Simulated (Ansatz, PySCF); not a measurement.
H3IrO3, SMILES [Ir]([OH])([OH])[OH], multiplicity 1. Atoms are numbered in the order given.

```xyz
7

Ir     0.0071    -0.0039     0.0000
O     -0.0841    -0.9067     1.5966
H      0.8158    -1.1105     1.9060
O      0.1946     1.8239     0.0000
H     -0.6940     2.2222     0.0000
O     -0.0841    -0.9067    -1.5966
H      0.8158    -1.1105    -1.9060
```

The structure is a stationary point at PBE0-D3(BJ)/def2-SVP. The spin state was assumed, not searched. The def2 effective core potentials stand for the cores of Ir; spin–orbit coupling is left out. The values are those of a single conformer.

Two levels are set side by side: PBE-D3(BJ)/def2-SVP (Ansatz, a first-principles code) and PBE0-D3(BJ)/def2-SVP (Ansatz). Each level has its own optimised geometry; the coordinates shown are those of the second. Frequencies come from the Hessian of PySCF at each geometry. Differences are taken from unrounded values.

| quantity | PBE0-D3(BJ) | PBE-D3(BJ) | PBE-D3(BJ) minus PBE0-D3(BJ) |
|---|---|---|---|
| mean bond length (Å) | 1.405 | 1.423 | 0.017 |
| bond Ir1–O2 (Å) | 1.836 | 1.856 | 0.020 |
| bond Ir1–O4 (Å) | 1.837 | 1.857 | 0.020 |
| bond Ir1–O6 (Å) | 1.836 | 1.856 | 0.020 |
| bond O2–H3 (Å) | 0.973 | 0.988 | 0.015 |
| bond O4–H5 (Å) | 0.974 | 0.989 | 0.015 |
| bond O6–H7 (Å) | 0.973 | 0.988 | 0.015 |
| highest harmonic wavenumber (cm⁻¹) | 3735 | 3507 | -228 |
| mean harmonic wavenumber (cm⁻¹) | 1270 | 1203 | -67 |
| zero-point energy (kcal/mol) | 27.24 | 25.81 | -1.43 |

Exact exchange shortens and stiffens bonds; PBE has none. Differences between two approximate levels are no errors against the true value.
